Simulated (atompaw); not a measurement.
**Pb (Z = 82): one change to a PAW (atompaw) potential, before and after**

```json
{
 "Element": "lead",
 "Generator": "atompaw 4.2.0.5",
 "Type": "PAW",
 "Functional": "LDA (PW92)",
 "Relativity": "scalar-relativistic",
 "Frozen core": "[Xe] 4f14",
 "Valence charge": "14",
 "Reference configuration": "5d10 6s2 6p1 (charge +1)",
 "Partial waves": "6s (bound): rc 2.30 bohr; 6s channel at -0.65 Ry: rc 2.30 bohr; 6p (bound): rc 2.30 bohr; 6p channel at -0.25 Ry: rc 2.30 bohr; 5d (bound): rc 2.30 bohr; 5d channel at -0.55 Ry: rc 2.30 bohr",
 "Local potential": "bessel scheme, radius 2.20 bohr",
 "Core correction": "smooth core density matched at 1.25 bohr",
 "Augmentation charge": "sinc compensation charge, radius 2.20 bohr; PAW radius 2.30 bohr; waves and projectors: custom polynom2 7 10 vanderbiltortho"
}
```

All-electron outer shells of the reference configuration (LDA (PW92), scalar-relativistic, ld1.x):

```tsv
shell	level (eV)	outermost node (bohr)	outermost maximum (bohr)
5p	-93.74	0.49	0.88
5d	-29.03	0.52	1.07
6s	-19.59	1.01	1.95
6p	-10.15	1.18	2.50
```

Change: all radii scaled by about 1.06 (s 2.44, p 2.44, d 2.44 bohr); local potential bessel scheme, radius 2.32 bohr; augmentation sinc compensation charge, radius 2.32 bohr; PAW radius 2.44 bohr; waves and projectors: custom polynom2 7 10 vanderbiltortho; core correction smooth core density matched at 1.32 bohr.

Cutoffs: the cutoffs (Ry, on a coarse ladder) from which the occupation-weighted sum of valence levels, in a spherical-Bessel basis at the reference potential, stays within 10 and 1 mRy of its value at 400 Ry; they do not see the model core or the augmentation charge, which bear on the density cutoff.

Task: What does the change do?

Result: The potential gets harder (25 Ry and 70 Ry → 35 Ry and 80 Ry); neither file shows a bound ghost.

```tsv
quantity	base	changed
cutoff, loose	25 Ry	35 Ry
cutoff, tight	70 Ry	80 Ry
loose cutoff by channel (10 mRy a level)	s 6 Ry, p 6 Ry, d 12 Ry	s 6 Ry, p 6 Ry, d 18 Ry
bound ghosts	none	none
lowest overlap eigenvalue by channel	s 0.21, p 0.36, d 0.93	s 0.49, p 0.87, d 0.94
```

 The cutoffs see the waves, projectors and local potential, not the compensation charge or the core.
